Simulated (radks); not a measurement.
Results of a calculation; reference values are marked as such.
Task: Ru II, configuration [Kr] 4d5 5s2 (not the ground configuration). Code: a radial shooting solver on a logarithmic mesh with Libxc functionals. Model: scalar-relativistic Kohn-Sham, BLYP, spin-polarised, spherical densities, finite nucleus; open shells are filled with parallel spins first (spin-orbit coupling, left out, can overturn this in heavy ions); Fermi nuclear charge, rms radius 4.4809 fm. Some entries of the table are withheld. Estimate them.

| orbital | occ. | eigenvalue (eV) | <1/r> (bohr^-1) | <r> (bohr) |
|---|---|---|---|---|
| 1s down | 1 | -21955.78 | 45.87 | 0.03344 |
| 1s up | 1 | -21955.77 | 45.87 | 0.03344 |
| 2s up | 1 | -3170.474 | 10.37 | 0.1457 |
| 2s down | 1 | -3169.708 | 10.37 | 0.1457 |
| 2p up | 3 | -2841.441 | 10.06 | 0.1270 |
| 2p down | 3 | -2840.860 | 10.06 | 0.1269 |
| 3s up | 1 | -570.7299 | 3.594 | 0.4028 |
| 3s down | 1 | -570.3231 | 3.593 | 0.4028 |
| 3p up | 3 | -462.6865 | 3.423 | 0.4032 |
| 3p down | 3 | -462.2264 | 3.422 | 0.4031 |
| 3d up | 5 | -288.8329 | 3.195 | 0.3842 |
| 3d down | 5 | -288.1262 | 3.195 | 0.3841 |
| 4s up | 1 | -92.6410 | 1.352 | 1.013 |
| 4s down | 1 | -89.1527 | 1.361 | 1.009 |
| 4p up | 3 | -62.4086 | 1.212 | 1.113 |
| 4p down | 3 | -58.7740 | 1.217 | 1.112 |
| 4d up | 5 | -19.5525 | 0.8950 | 1.488 |
| 4d down | 0 | -16.2093 | 0.8718 | 1.546 |
| 5s up | 1 | -13.4516 | 0.4637 | 2.784 |
| 5s down | 1 | -12.3455 | 0.4388 | 2.913 |
| 5p up | 0 | (1) | (2) | 3.494 |
| 5p down | 0 | (3) | (4) | 3.670 |

Result: 
(1) 5p up eigenvalue (eV): -8.0614
(2) 5p up <1/r> (bohr^-1): 0.3652
(3) 5p down eigenvalue (eV): -7.4806
(4) 5p down <1/r> (bohr^-1): 0.3439
